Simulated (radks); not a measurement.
Values are calculated unless marked as measured or tabulated.
Species: Gd I. Configuration: [Xe] 4f7 5d2 6s1 (not the ground configuration). Level of theory: scalar-relativistic Kohn-Sham, LDA (Slater exchange, Perdew-Wang correlation), spin-unpolarised, spherical densities, finite nucleus; Fermi nuclear charge, rms radius 5.1569 fm (a radial shooting solver on a logarithmic mesh with Libxc functionals). Some entries of the table are withheld. Estimate them.

orbital,occ.,eigenvalue (eV),<r^2> (bohr^2)
1s,2,-50046.52,0.0006559
2s,2,(1),(2)
2p,6,-7357.880,0.008287
3s,2,-1830.398,0.06840
3p,6,-1549.692,0.06853
3d,10,-1177.953,0.05754
4s,2,-367.0253,(3)
4p,6,-274.4055,0.3899
4d,10,-146.1665,0.4696
5s,2,-48.4243,2.004
5p,6,-26.0211,2.808
4f,7,-7.4922,1.002
6s,1,-3.8420,(4)
5d,2,(5),11.93

Answer. 
(1) 2s eigenvalue (eV): -8263.626
(2) 2s <r^2> (bohr^2): 0.01029
(3) 4s <r^2> (bohr^2): 0.3454
(4) 6s <r^2> (bohr^2): 19.05
(5) 5d eigenvalue (eV): -1.8989
